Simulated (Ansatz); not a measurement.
System: ZrH₄, net charge 1, doublet state. The spin state was set by rule; other spins were not relaxed. 
Coordinates optimised at B3LYP-D3(BJ)/def2-TZVP (Ansatz, a first-principles code):
```
Zr
H 1 1.8040
H 1 1.8040 2 110.31
H 1 2.1422 2 84.28 3 81.72
H 4 0.7815 1 80.59 2 124.43
```
Charge +1, spin multiplicity 2.

Basis-set convergence of Hartree-Fock and MP2 correlation energies (hartree) with Ansatz. Cores are frozen in the correlated levels unless marked. UHF or UKS for open shells. No spin-orbit coupling. Frozen are the shells of the preceding noble gas and the d and f shells that filled before the atom's block. Past Kr the def2 sets carry scalar-relativistic core potentials.

```
basis       functions      E(HF)  E(corr, MP2)
----------  ---------  ---------  ------------
def2-SVP           51  -48.49237      -0.09068
def2-TZVPP        112          …             …
```

Question: Fill in the missing entries.

Answer: 
- def2-TZVPP, E(HF): -48.51205
- def2-TZVPP, E(corr, MP2): -0.11104
